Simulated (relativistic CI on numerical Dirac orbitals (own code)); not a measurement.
d1 to d9 in one octahedral field

Computed with a parametric ligand-field model without spin-orbit coupling, by exact diagonalisation: B = 710, C = 2710, 10Dq = 23000 cm⁻¹ (Oh; |10Dq|/B = 32.4) for every shell. Energies in cm⁻¹; the field energy is (0.6 n_e − 0.4 n_t2) × 10Dq of the ground term; g labels are left out.

| Shell | Ground term | Electrons in e | Field energy | First spin-allowed bands | Lowest term of other spin |
| --- | --- | --- | --- | --- | --- |
| d1 | 2T2 | 0.000 | -9200 | 2E 23000 |  |
| d2 | 3T1 | 0.020 | -17945 | 3T2 21475, 3T1 30600 | 1T2 10017 |
| d3 | 4A2 | 0.000 | -27600 | 4T2 23000, 4T1 30491 | 2E 13489 |
| d4 | 3T1 | 0.028 | -36155 | 3E 20560, 3T1 21222 | 5E 6123 |
| d5 | ? | ? | ? | ? | ? |
| d6 | 1A1 | 0.036 | -54369 | 1T1 21225, 1T2 30598 | 3T1 15356 |
| d7 | 2E | 1.026 | -40791 | 2T1 21060, 2T2 21639 | 4T1 9584 |
| d8 | 3A2 | 2.000 | -27600 | 3T2 23000, 3T1 30491 | 1E 10971 |
| d9 | 2E | 3.000 | -13800 | 2T2 23000 |  |

Q: Fill in the row of d5.

A: Ground term: 2T2; Electrons in e: 0.051; Field energy: -44834; First spin-allowed bands: 2A2 19654, 2T1 19915; Lowest term of other spin: 4T1 10072. Low spin: d4, d5, d6, d7; the other shells keep the spin of the free ion. Only d4 to d7 can choose; the field needed to pair spins is smallest for d6 and largest for d5, which loses most exchange energy. In the strong-field picture 10Dq must exceed about 6B + 5C = 17810 (d4), 7.5B + 5C = 18875 (d5), 2.5B + 4C = 12615 (d6) and 4B + 4C = 13680 (d7); mixing of terms shifts these bounds somewhat.
